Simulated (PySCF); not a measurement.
Cartesian coordinates in Å; atom numbers follow the order of the lines, from 1:
```xyz
12

B     0.780    1.318    0.002
Cl    1.667    1.875   -1.428
Cl    0.823    2.370    1.428
N     0.083    0.110    0.006
C    -0.661   -0.378    1.146
C     0.018   -0.777   -1.135
H    -1.725   -0.510    0.887
H    -0.589    0.323    1.984
H    -0.271   -1.358    1.473
H     0.597   -0.372   -1.972
H     0.420   -1.771   -0.877
H    -1.027   -0.912   -1.462
```

Geometry: PBE0-D3(BJ)/def2-SVP; GIAO shifts from PySCF, gas phase, non-relativistic, averaged over equivalent atoms.

At B3LYP/pcSseg-1 (146 basis functions, 32 s wall time on 1 thread of an Intel Xeon, shared host):
```json
{"atoms": "B1", "δ (ppm)": "34.6"}
{"atoms": "Cl2/Cl3", "δ (ppm)": "119.5"}
{"atoms": "N4", "δ (ppm)": "120.7"}
{"atoms": "C5/C6", "δ (ppm)": "40.8"}
{"atoms": "H7/H8/H9/H10/H11/H12", "δ (ppm)": "2.95"}
```

Shifts are taken against calculated references (same method and geometry level): BF3·OEt2 for ¹¹B (σ = 97.83 ppm); ³⁵Cl (σ = 930.46 ppm) vs HCl; NH3 for ¹⁵N (σ = 263.54 ppm); ¹³C (σ = 179.24 ppm) and ¹H (σ = 31.38 ppm) against TMS.

What do these become at PBE0/pcSseg-1?

Answers


```
               atoms  δ at PBE0/pcSseg-1  change
                  B1                32.7    -1.9
             Cl2/Cl3               121.6    +2.1
                  N4               116.6    -4.1
               C5/C6                40.2    -0.6
H7/H8/H9/H10/H11/H12                2.94   -0.01
```

References, each an isolated molecule treated in the same way: BF3·OEt2 for ¹¹B (100.73 ppm); HCl for ³⁵Cl (943.27 ppm); NH3 for ¹⁵N (265.67 ppm); ¹³C (184.41 ppm), ¹H (31.27 ppm) against TMS.

The largest change is at N4 (nitrogen bonded to 2 C, B). Cost: 146 basis functions, 53 s wall time on 1 thread of an Intel Xeon, shared host.

The averaged H atoms aren't alike in the static structure (σ from 27 to 29 ppm); the average presumes fast exchange among these sites. Experimental scales use liquid or dissolved standards, which lie at an offset from isolated NH3 (liquid NH3: subtract about 20 ppm).
